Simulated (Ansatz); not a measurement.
Process, species as SMILES: I[CH]I -> I[CH-]I (an electron is taken up)

Wanted: adiabatic electron affinity (0 K, with zero-point energies), in eV. Positive where the reaction releases energy. Terms: STO-3G and 3-21G all-electron and non-relativistic; no dispersion term unless named; no spin-orbit coupling; def2 sets with scalar-relativistic core potentials past Kr; UHF or UKS for open shells. Ab initio and DFT rows: single points at B3LYP-D3(BJ) geometries (Ansatz, a quantum-chemistry and plane-wave program), with unscaled harmonic terms from B3LYP/6-31G* (LANL2DZ past Ar) (Ansatz) at its own minima. Anions need diffuse functions, which STO-3G, LANL2DZ, def2-SVP, cc-pVDZ and Pople sets without + lack.

| species | coefficient | E at B3LYP/STO-3G (Ansatz), Eh | E at PBE0/def2-TZVPD (Ansatz), Eh | zero-point energy, kcal/mol |
|---|---|---|---|---|
| I[CH]I | +1 | -13743.85062 | -634.05232 | 8.61 |
| I[CH-]I | -1 | -13743.78446 | -634.11676 | 8.01 |

 1 Eh = 27.2114 eV and 1 eV = 23.0605 kcal/mol.

Task: Compute it at each level from the table.

Result: 
- B3LYP/STO-3G: the sum of coefficient times E is -0.06616 Eh, or -1.800 eV; the thermal terms add 0.026. Result: -1.77 eV.
- PBE0/def2-TZVPD: the sum of coefficient times E is 0.06444 Eh, or 1.754 eV; the thermal terms add 0.026. Result: 1.78 eV.
